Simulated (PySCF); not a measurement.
Structure from NMR data

The spectra below were simulated for a compound C6H10OSi.

¹H NMR (600 MHz, computed): δ 3.90 (s, 3H), 2.86 (s, 1H), 1.55 (s, 6H).

¹³C{¹H} NMR (computed): δ 196.3 (C), 90.2 (CH), 83.9 (C), 45.1 (C), 23.3 (CH3, 2C).

Computed data (PySCF): geometry from GFN2-xTB, NMR shieldings at PBE0/pcSseg-1/GIAO. One conformer, gas phase, equivalent nuclei averaged, non-relativistic.

References, each an isolated molecule treated in the same way: ¹H and ¹³C against TMS.

Problem. Which candidate is it?
A. C#CC(=O)C(C)(C)[SiH3]
B. C=C(C#C[SiH2]C)CO
C. C=C/C=C\C(=C)O[SiH3]
D. C=C(C)[C@H]1C[SiH2]C1=O

Solution. A. 

1. The formula gives 3 degrees of unsaturation (no ring in the answer).
2. 5 carbon signals for 6 carbons: some carbons are equivalent by symmetry or fast rotation.
3. Carbon types of the structure: 3 × C, 1 × CH, 2 × CH3, leaving 3 H on heteroatoms.
4. δC 196.3: carbonyl carbon of an ynone.
5. δC 90.2: terminal alkyne carbon; the triple bond shields along its axis, which puts it between sp3 and sp2 carbons.
6. δC 83.9: alkyne carbon; the triple bond shields along its axis, which puts it between sp3 and sp2 carbons.
7. δC 45.1: fully substituted sp3 carbon bonded to Si, α to a carbonyl; α to the electron-withdrawing carbonyl group.
8. δH 2.86: hydrogen on a terminal alkyne carbon; it lies on the axis of the triple bond, in its shielding cone.

The others: C=C(C#C[SiH2]C)CO would give 6 carbon signals, not 5; C=C/C=C\C(=C)O[SiH3] would give 6 carbon signals, not 5; C=C(C)[C@H]1C[SiH2]C1=O would give 6 carbon signals, not 5.

Shifts are as computed. Against solution values, carbons near 30 ppm lie about +3 ppm off and those near 130 ppm about +5 ppm. Of 1211 compounds with measured shifts, 218 miss one by over three times the rms of a fit or turn the order of signals round; such compounds aren't used in these exercises. No couplings were computed; multiplicities are counted from neighbouring protons, with m where these are inequivalent, close in shift, in a saturated or five-membered ring or joined by F or P, and br s for small geminal =CH2 splittings.
